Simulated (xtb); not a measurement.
A run for xtb: GFN1-xTB on HfTe, 2S+1 = 1, a spin state set in the input, which need not be the lowest, a point of a bond scan (R = 2.397 Å).

```
$ xtb mol.xyz --gfn 1 --sp --chrg 0 --uhf 0
2

Hf     0.00000000     0.00000000     0.00000000
Te     0.00000000     0.00000000     2.39743600
```

Output:

```
[...]
           -------------------------------------------------
          |                Calculation Setup                |
           -------------------------------------------------



           -------------------------------------------------
          |                 G F N 1 - x T B                 |
           -------------------------------------------------

        Reference                      10.1021/acs.jctc.7b00118
      * Hamiltonian:
        H0-scaling (s, p, d)           1.850000    2.250000    2.000000
        zeta-weighting                 0.000000
      * Dispersion:
        s8                             2.400000
        a1                             0.630000
        a2                             5.000000
        s9                             0.000000
      * Repulsion:
        kExp                           1.500000
        rExp                           1.000000
      * Coulomb:
        alpha                          2.000000
        third order                    atomic
        anisotropic                    false
      * Halogen bond correction:
        rad-scale                      1.300000
        damping                        0.440000


          ...................................................
          :                      SETUP                      :
          :.................................................:
          :  # basis functions                  20          :
          :  # atomic orbitals                  18          :
          :  # shells                            6          :
          :  # electrons                        10          :
          :  # halogen bonds                     0          :
          :  max. iterations                   250          :
          :  Hamiltonian                  GFN1-xTB          :
          :  restarted?                      false          :
          :  GBSA solvation                  false          :
          :  PC potential                    false          :
          :  electronic temp.          300.0000000     K    :
          :  accuracy                    1.0000000          :
          :  -> integral cutoff          0.2500000E+02      :
          :  -> integral neglect         0.1000000E-07      :
          :  -> SCF convergence          0.1000000E-05 Eh   :
          :  -> wf. convergence          0.2000000E-04 e    :
          :  Broyden damping             0.4000000          :
          :  net charge                          0          :
          :  unpaired electrons                  0          :
          ...................................................

 iter      E             dE          RMSdq      gap      omega  full diag
   1     -4.6577430 -0.465774E+01  0.110E+01    0.15       0.0  T
   2     -4.7235595 -0.658164E-01  0.811E+00    0.36       1.0  T
   3     -4.7859815 -0.624220E-01  0.361E+00    0.27       1.0  T
   4     -4.7807386  0.524288E-02  0.182E+00    0.24       1.0  T
   5     -4.7864473 -0.570876E-02  0.143E-02    0.27       4.9  T
   6     -4.7864473  0.565527E-07  0.138E-02    0.27       5.1  T
   7     -4.7864477 -0.428530E-06  0.106E-03    0.27      66.9  T
   8     -4.7864477 -0.112056E-08  0.673E-04    0.27     105.0  T
   9     -4.7864477 -0.744922E-09  0.727E-07    0.27   97262.5  T
  10     -4.7864477 -0.710543E-14  0.468E-07    0.27  100000.0  T

   *** convergence criteria satisfied after 10 iterations ***

         #    Occupation            Energy/Eh            Energy/eV
      -------------------------------------------------------------
         1        2.0000           -1.0493275             -28.5537
         2        2.0000           -0.3542576              -9.6398
         3        2.0000           -0.3229524              -8.7880
         4        2.0000           -0.3229524              -8.7880
         5        1.9840           -0.2208326              -6.0092 (HOMO)
         6        0.0078           -0.2109910              -5.7414 (LUMO)
         7        0.0078           -0.2109910              -5.7414
         8        0.0002           -0.2073736              -5.6429
         9        0.0002           -0.2073736              -5.6429
        10                         -0.1640031              -4.4628
       ...                                ...                  ...
        18                          1.0180786              27.7033
      -------------------------------------------------------------
                  HL-Gap            0.0098416 Eh            0.2678 eV
             Fermi-level           -0.2162535 Eh           -5.8846 eV

 SCC (total)                   0 d,  0 h,  0 min,  0.002 sec
 SCC setup                      ...        0 min,  0.000 sec (  2.823%)
 Dispersion                     ...        0 min,  0.000 sec (  1.351%)
 classical contributions        ...        0 min,  0.000 sec (  0.831%)
 integral evaluation            ...        0 min,  0.000 sec ( 26.865%)
 iterations                     ...        0 min,  0.001 sec ( 40.749%)
 molecular gradient             ...        0 min,  0.000 sec ( 23.077%)
 printout                       ...        0 min,  0.000 sec (  3.975%)

         :::::::::::::::::::::::::::::::::::::::::::::::::::::
         ::                     SUMMARY                     ::
         :::::::::::::::::::::::::::::::::::::::::::::::::::::
         :: total energy              -4.695703825787 Eh    ::
         :: gradient norm              0.279908236616 Eh/a0 ::
         :: HOMO-LUMO gap              0.267804121864 eV    ::
         ::.................................................::
         :: SCC energy                -4.786447701137 Eh    ::
         :: -> electrostatic           0.028225444982 Eh    ::
         :: repulsion energy           0.091255300963 Eh    ::
         :: dispersion energy         -0.000511425613 Eh    ::
         :: halogen bond corr.         0.000000000000 Eh    ::
         :: add. restraining           0.000000000000 Eh    ::
         :: total charge              -0.000000000000 e     ::
         :::::::::::::::::::::::::::::::::::::::::::::::::::::

           -------------------------------------------------
          |                Property Printout                |
           -------------------------------------------------

    * Orbital Energies and Occupations

         #    Occupation            Energy/Eh            Energy/eV
      -------------------------------------------------------------
         1        2.0000           -1.0493275             -28.5537
         2        2.0000           -0.3542576              -9.6398
         3        2.0000           -0.3229524              -8.7880
         4        2.0000           -0.3229524              -8.7880
         5        1.9840           -0.2208326              -6.0092 (HOMO)
         6        0.0078           -0.2109910              -5.7414 (LUMO)
         7        0.0078           -0.2109910              -5.7414
         8        0.0002           -0.2073736              -5.6429
         9        0.0002           -0.2073736              -5.6429
        10                         -0.1640031              -4.4628
        11                         -0.0777497              -2.1157
        12                         -0.0777497              -2.1157
        13                          0.0443924               1.2080
        14                          0.0443924               1.2080
        15                          0.0734708               1.9992
        16                          0.1256018               3.4178
       ...                                ...                  ...
        18                          1.0180786              27.7033
      -------------------------------------------------------------
                  HL-Gap            0.0098416 Eh            0.2678 eV
Note: The following floating-point exceptions are signalling: IEEE_UNDERFLOW_FLAG IEEE_DENORMAL
normal termination of xtb
             Fermi-level           -0.2162535 Eh           -5.8846 eV

  Mulliken/CM5 charges         n(s)   n(p)   n(d)
     1Hf    0.39712  0.52502   1.130  0.880  1.593
     2Te   -0.39712 -0.52502   1.865  4.551 -0.019

Wiberg/Mayer (AO) data.
largest (>0.10) Wiberg bond orders for each atom

 ---------------------------------------------------------------------------
     #   Z sym  total        # sym  WBO       # sym  WBO       # sym  WBO
 ---------------------------------------------------------------------------
     1  72 Hf   2.464 --     2 Te   2.464
     2  52 Te   2.464 --     1 Hf   2.464
 ---------------------------------------------------------------------------

Topologies differ in total number of bonds
Writing topology from bond orders to xtbtopo.mol

 dipole moment from electron density (au)
     X       Y       Z
   0.0000   0.0000  -3.8832  total (Debye):    9.870


           -------------------------------------------------
          | TOTAL ENERGY               -4.695703825787 Eh   |
          | GRADIENT NORM               0.279908236616 Eh/α |
          | HOMO-LUMO GAP               0.267804121864 eV   |
           -------------------------------------------------

------------------------------------------------------------------------
------------------------------------------------------------------------
 total:
 SCF:
```

The run finished.

Cost: about 0.020 core-seconds (a rough figure).
